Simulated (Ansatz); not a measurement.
CH₄BFGe (`F[B]1[CH2][GeH2]1`), relaxed with RKS PBE0-D4/def2-TZVP in Ansatz 0.2.0 from a PBE-D4/def2-SVP geometry. The force threshold is 0.005 eV/Å; the program also tests the step.

Charge 0, multiplicity 1.

Start:

```xyz
8

F    -1.755   -0.075   -1.776
B    -0.825   -0.013   -0.840
C    -0.202   -0.884    0.257
Ge    0.632    1.011    0.122
H    -0.788   -1.117    1.168
H     0.436   -1.740   -0.041
H     0.380    1.846    1.397
H     2.122    0.972   -0.286
```

**Question.** How much energy does the relaxation release, and in how many steps? (Best estimate.)

**Answer.** Ansatz gave: 11.17 kJ/mol, in 24 steps, 2 of them rejected.

**Question.** Which bonds change most? (An estimate is asked.)

**Answer.** The calculation gave: C3–Ge4 from 2.074 to 2.148 Å; B2–C3 from 1.534 to 1.490 Å; B2–Ge4 from 2.024 to 1.992 Å; C3–H6 from 1.108 to 1.089 Å.

**Question.** Give the relaxed structure. (An estimate is asked.)

**Answer.** The calculation gave: 
```xyz
8

F    -1.366   -0.158   -1.989
B    -0.878   -0.018   -0.777
C    -0.288   -0.928    0.244
Ge    0.538    1.051    0.128
H    -0.554   -0.809    1.293
H     0.103   -1.919    0.018
H     0.521    1.514    1.585
H     1.924    1.266   -0.500
```
